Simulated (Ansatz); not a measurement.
`[CH3][GeH2][CH2]Br` + `C=O` → `O=CCBr` + `[CH3][GeH3]`  (formal exchange of groups at a C–Ge bond)

Calculated with Ansatz (gas phase, PBE0-D4/def2-TZVP geometries, no zero-point term in ΔE). CBS: MP2 limit from def2 TZ/QZ plus the TZ coupled-cluster correction, frozen cores. This one scheme is used for every species. Functionals use def2-TZVPP. B3LYP here is the variant with VWN-RPA as its local correlation; programs differ in this. For Br, Ge outer-core shells are correlated without core-valence functions, which leaves a few kJ/mol of doubt a bond. Scalar relativity is left out up to krypton. One conformer a species, not always the lowest.

```csv
level,ΔE (kJ/mol),difference from CCSD(T)/CBS
PBE-D4,-9.1,-10.2
B3LYP-D4,-5.8,-6.9
r2SCAN,-10.5,-11.6
B3LYP,-10.9,-12.0
HF/def2-TZVPP,-9.5,-10.6
MP2/def2-TZVPP,4.0,2.9
CCSD/def2-TZVPP,0.7,-0.4
CCSD(T)/def2-TZVPP,1.2,0.1
HF/CBS(def2),-10.3,-11.4
MP2/CBS(def2),4.0,2.9
CCSD(T)/CBS,1.1,0
```

Largest T1 diagnostic among the species: 0.015.

In def2-TZVPP, CCSD(T) changes the Hartree–Fock value by +10.7 kJ/mol (the triples alone add +0.5 kJ/mol) and MP2 by +13.5 kJ/mol. The D4 term adds +5.1 kJ/mol with B3LYP and +3.0 kJ/mol with PBE0; it sums over pairs of atoms, weighted by their polarisabilities, and B3LYP, whose exchange is more repulsive, gets the larger term.
